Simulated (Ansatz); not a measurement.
A nudged elastic band was laid between two geometries of CH8InNSi (12 atoms, charge 0, multiplicity 1).

These are results of Ansatz 0.2.0, RKS PBE0/def2-SVP, not measurements.

```yaml
movable_images: 5
climbing_image: yes
spring: 5.0 eV/Å²
optimiser: quadratic models (default)
start_path: IDPP
force_threshold: 0.05 eV/Å
iteration_limit: 60
end_points: relaxed
```

Initial state:

```xyz
12
Properties=species:S:1:pos:R:3
C -0.378 1.640 -0.570
Si -0.168 0.102 0.498
N 1.495 0.042 1.028
In -0.632 -2.111 -0.766
H -1.414 1.724 -0.933
H -0.155 2.549 0.012
H 0.295 1.619 -1.440
H -1.182 0.225 1.614
H 1.833 -0.809 1.463
H 1.879 0.849 1.511
H -1.792 -2.250 -2.061
H 0.219 -3.580 -0.354
```

Final state:

```xyz
12
Properties=species:S:1:pos:R:3
C -0.401 1.637 -0.561
Si -0.160 0.100 0.501
N 1.512 0.054 1.005
In -0.627 -2.114 -0.759
H -1.444 1.712 -0.908
H -0.177 2.548 0.018
H 0.259 1.623 -1.442
H -1.157 0.213 1.633
H 1.865 -0.799 1.426
H 1.896 0.861 1.490
H 0.264 -3.570 -0.389
H -1.830 -2.265 -2.014
```

Task: What changes between the two ends?

Result: No bond is made or broken. The dihedral N3–Si2–In4–H11 goes from -151 to 28°. The two ends are copies of one structure, up to a mirror image or an exchange of like atoms.

Task: What energy profile does the band end with?

Result: It converged. The highest image is number 3 of 0 to 6, 0.055 eV above the ends, which have the same energy within 2 meV. A vibrational analysis at the climbing image gives one clearly imaginary mode, 92i cm⁻¹: a first-order saddle point.

| image | path coordinate (Å) | energy (eV) | dihedral N3–Si2–In4–H11 (°) |
| --- | --- | --- | --- |
| 0 | 0.00 | 0.000 | -151 |
| 1 | 1.02 | 0.013 | -120 |
| 2 | 2.04 | 0.042 | -90 |
| 3 | 3.06 | 0.055 | -60 |
| 4 | 4.07 | 0.042 | -31 |
| 5 | 5.09 | 0.014 | -1 |
| 6 | 6.11 | 0.000 | 28 |

Task: What is the geometry of the highest image?

Result: 
```xyz
12
Properties=species:S:1:pos:R:3
C -0.883 1.494 -0.062
Si 0.087 0.002 0.564
N 1.780 0.338 0.279
In -0.540 -2.141 -0.769
H -1.964 1.372 0.107
H -0.568 2.406 0.472
H -0.710 1.653 -1.138
H -0.273 -0.162 2.019
H 2.461 -0.397 0.436
H 2.149 1.218 0.628
H -0.367 -2.193 -2.504
H -1.172 -3.591 -0.032
```

Task: What are the harmonic wavenumbers there?

Result: 92i, 114, 135, 170, 178, 253, 287, 348, 434, 469, 624, 652, 689, 732, 786, 829, 897, 907, 1259, 1427, 1433, 1553, 1748, 1752, 2140, 3051, 3148, 3170, 3585, 3687 cm⁻¹.

The run took 46 s on 2 threads of AMD EPYC 9R45 96-Core Processor (Zen 5), on a shared host, peak memory 0.29 GiB.
